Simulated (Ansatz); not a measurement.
Species: H₃In, SMILES `[InH3]` (charge 0, multiplicity 1).

Q: Give a relaxed geometry from CAM-B3LYP-D3(BJ)/def2-TZVP in Ansatz (a first-principles code).

A: the end point of this relaxation (outside a Z-matrix the atoms follow the SMILES, hydrogens last).
Z-matrix (Å, degrees):
```
In
H 1 1.7184
H 1 1.7186 2 120.00
H 1 1.7187 2 120.01 3 -180.00
```
